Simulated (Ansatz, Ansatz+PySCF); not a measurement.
```xyz
3

H    -0.0046   -0.0658   -1.5099
C    -0.0280   -0.1393   -0.4778
C     0.0226    0.0452    0.8875
```

Basis set: def2-SVP (spherical functions). Left uncorrelated: 2 orbitals. Charge 0, multiplicity 2.

Computed with Ansatz (development build ahead of 0.2.0); each method stands on the lowest determinant of its kind that the runs found.

**Question.** Give the atomization energy at this shape (free ground-state atoms in the same class of orbitals less the molecule, no zero-point energy) of doublet C2H by UHF-MP2, UHF.

**Answer.**

| method | atomization energy |
| --- | --- |
| UHF-MP2 | 215.19 kcal/mol |
| UHF | 174.67 kcal/mol |

Caution: the unrestricted determinant is a mixture of spin states. Caution for UHF-MP2: bonds are stretched, where a single reference can fail.
